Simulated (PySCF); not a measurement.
revPBE on Sr- (strontium, charge -1), [Kr] 4d1 5s2, 2D determinant. Computed with PySCF 2.14 in aug-cc-pVTZ-X2C (8s7p5d2f, 68 functions), with the spin-free X2C one-electron Hamiltonian (Gaussian nucleus).

```
cycle= 1 E= -3179.05557207298  delta_E= 0.00296  |g|= 0.0286  |ddm|=  1.4
cycle= 2 E= -3179.06550671471  delta_E= -0.00993  |g|= 0.0198  |ddm|=  1.8
cycle= 3 E= -3179.0651131764  delta_E= 0.000394  |g|= 0.0201  |ddm|= 0.582
cycle= 4 E= -3179.06633404204  delta_E= -0.00122  |g|= 0.0045  |ddm|= 0.323
cycle= 5 E= -3179.06638812477  delta_E= -5.41e-05  |g|= 0.00681  |ddm|= 0.265
cycle= 6 E= -3179.06656827803  delta_E= -0.00018  |g|= 0.00047  |ddm|= 0.0988
cycle= 7 E= -3179.06657082187  delta_E= -2.54e-06  |g|= 0.00019  |ddm|= 0.00886
cycle= 8 E= -3179.06657135372  delta_E= -5.32e-07  |g|= 1.82e-05  |ddm|= 0.00414
cycle= 9 E= -3179.06657135723  delta_E= -3.51e-09  |g|= 3.45e-06  |ddm|= 0.00102
cycle= 10 E= -3179.06657135727  delta_E= -4.09e-11  |g|= 9.3e-07  |ddm|= 6.58e-05
converged SCF energy = -3179.06657135727  <S^2> = 0.76013957  2S+1 = 2.010114
```

Highest occupied orbital energy: 1.250 eV; ⟨L²⟩ = 6.03; populations by l: s 9.99, p 18.00, d 11.01, f 0.00.

Question: Can this result be used?

Answer: With care. The calculation finished and met its thresholds. The configuration of this anion was assumed by filling the next shell in order. It is not the known or likely ground configuration (Ca⁻, Sr⁻ and Ba⁻, for instance, bind a p electron), so these values are not the electron affinity of the element. At revPBE the highest occupied level has a positive energy, so only the finite basis holds that electron.
